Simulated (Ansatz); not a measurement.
Mulliken charges of `OB(S)O[SiH3]` from ωB97M-V/def2-TZVPP in Ansatz (PBE0-D4/def2-TZVP geometry).

```csv
atom,x (Å),y (Å),z (Å),charge (e)
O1,-1.476,0.046,-1.953,-0.254
B2,-0.422,-0.027,-1.099,0.315
S3,1.262,-0.277,-1.786,-0.225
O4,-0.688,0.092,0.221,-0.324
Si5,0.025,0.106,1.696,0.279
H6,-1.244,-0.043,-2.879,0.183
H7,1.916,-0.280,-0.614,0.115
H8,-0.252,1.409,2.344,-0.024
H9,-0.537,-1.002,2.504,-0.024
H10,1.498,-0.076,1.569,-0.040
```

**Question.** By hand: the dipole of these point charges (1 e Å = 4.8032 D).

**Answer.** Σ q r = (0.140, -0.005, 0.177) e Å, of length 0.226 e Å = 1.09 D.

**Question.** How does the dipole of the full density compare? (An estimate is asked.)

**Answer.** The calculation gave: (0.169, -0.018, 0.036) e Å, 0.83 D; the point charges give 1.31 times that, at 40° from its direction.

Point charges leave out the atoms' own dipoles, such as those of lone pairs, and Mulliken's split depends on the basis, so the two needn't agree.
